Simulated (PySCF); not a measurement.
C2H5BClP.
InChI=1S/C2H5BClP/c1-2-3(4)5/h2H,1,5H2

Method used: MP2 and CCSD/aug-cc-pVDZ in PySCF, restricted Hartree–Fock reference, frozen core, non-relativistic, gas phase, PBE0-D3(BJ)/def2-SVP geometry.

E(HF) = -903.61486 Eh.

Q: How large is the problem?

A: 168 basis functions and 54 electrons; 13 orbitals frozen, which leaves o = 14 correlated occupied and v = 141 virtual orbitals. That is o·v = 1974 singles and o·v(o·v + 1)/2 = 1949325 distinct closed-shell doubles amplitudes before symmetry; the costliest CCSD step grows as o²v⁴ = 7.7 × 10^10.

Q: What are the MP2 and CCSD correlation energies?

A: MP2 -0.6334 Eh and CCSD -0.6926 Eh, which gives totals of -904.24823 and -904.30741 Eh. That is 0.673 eV for each correlated electron at CCSD (1818 kJ/mol in all, 0.077 % of the total energy); MP2 gives 91.5 % of the CCSD value.

Q: What is the T1 diagnostic?

A: 0.0143, below the customary warning level of 0.02. It is the norm of the spatial-orbital singles amplitudes over the root of the number of correlated electrons, so the norm is 0.076.

Q: How does correlation change the dipole moment?

A: HF gives 2.17 D and CCSD (unrelaxed density) 1.76 D, a change of -0.41 D.

Connected triples and the basis-set limit are missing.

The job also held the EOM ionisation roots. Time: 6.6 min wall; peak memory 3.0 GiB. Hardware: an Arm Neoverse V1 with one thread, shared host with 64 logical CPUs at a one-minute load of 20.

Shape of the structure used: `[CH2:1]=[CH:2][B:3]([PH2:4])[Cl:5]`: C1–C2–B3–P4 8°, H–P4–B3–C2 49°, H–P4–B3–C2 147°.

One conformer stands for the species.
